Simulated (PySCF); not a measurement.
B(vinyl)(OMe)(NH2) (C3H8BNO), SMILES C=CB(N)OC.

Geometry: PBE0-D3(BJ)/def2-SVP. One conformer was computed; it need not be the lowest.

Two levels are set side by side: PBE/def2-TZVP (PySCF) and B3LYP/def2-TZVP (PySCF). Same geometry, gas phase. Differences are taken from unrounded values.

```tsv
quantity	B3LYP
orbital gap (eV)	6.60
highest occupied level (eV)	-7.09
lowest empty level (eV)	-0.50
dipole moment (D)	2.17
mean polarisability (bohr³)	63.3
```

Task: What does PBE give, and how far is it from B3LYP? (The exact figures need the calculation; the answer reports its results.)

Result: 
```csv
quantity,PBE,PBE minus B3LYP
orbital gap (eV),4.92,-1.68
highest occupied level (eV),-6.18,0.92
lowest empty level (eV),-1.25,-0.76
dipole moment (D),2.20,0.03
mean polarisability (bohr³),65.3,2.1
```

Without exact exchange PBE keeps part of each electron's self-repulsion, which lifts occupied levels and narrows the gap. Loosely held outer electrons make PBE densities more polarisable. Differences between two approximate levels are no errors against the true value.

Rough cost on one machine, each run with all the roots and properties that it gave: B3LYP against PBE within a factor of 2.
